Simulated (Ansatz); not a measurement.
CHCuO⁺, that is Cu(CO)H with one electron fewer. Total charge 1; doublet. Geometry PBE0-D4/def2-TZVP, that of the neutral singlet; atoms count from 1.

Cartesian coordinates in Å:
```
Cu -0.507 0.645 0.051
C 0.633 -0.801 -0.060
O 1.326 -1.683 -0.130
H -1.451 1.839 0.139
```

(1) Estimate the Mulliken populations from the PBE0/def2-TZVP orbitals of Ansatz.

(2) Where does the spin sit?

(3) And the Mayer bond orders between bonded heavy atoms (over 0.3)?

Results:

(1) 
```
atom  charge (e)  spin (α − β)  d electrons
 Cu1        0.33          0.72         9.68
  C2        0.19         -0.07            –
  O3        0.15          0.00            –
  H4        0.33          0.34            –
```
Mulliken values and Mayer orders depend strongly on the basis.

(2) Summed by element: Cu 0.72, C -0.07, O 0.00, H 0.34, of 1 unpaired in all. Largest on single atoms: Cu1 0.72, H4 0.34, C2 -0.07.

(3) Cu1–C2 0.64 (1.84 Å); C2–O3 2.54 (1.12 Å).
